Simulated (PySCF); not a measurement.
Calculation: PySCF with B3LYP-D3(BJ)/def2-TZVP. All species are isolated molecules in the gas phase. One relaxed conformer stands for a flexible species; it need not be the lowest. B3LYP has the VWN-RPA correlation part, as in Gaussian. Excitations are Tamm–Dancoff values on a coarser integration grid. The basis has no diffuse functions, so Rydberg states are missing or too high.

Reference species (SMILES): `[SiH3]B([SiH3])[SiH3]` (neutral, multiplicity 1).

The S1–T1 gap (TDA) is 0.69 eV and the HOMO–LUMO gap is 4.52 eV. The S1 oscillator strength is 0.000.

Changed species: `OB([SiH3])[SiH3]` (H–O–B–Si torsion 0°) (2 of 3 OH replaced by SiH3; the reference has 3 of 3 OH replaced by SiH3).

Task: What does the change do to the S1–T1 gap (TDA), HOMO–LUMO gap and S1 oscillator strength?

Result: the S1–T1 gap (TDA) stays essentially unchanged; the HOMO–LUMO gap rises by 0.81 eV, to 5.33 eV; the S1 oscillator strength is nearly the same.
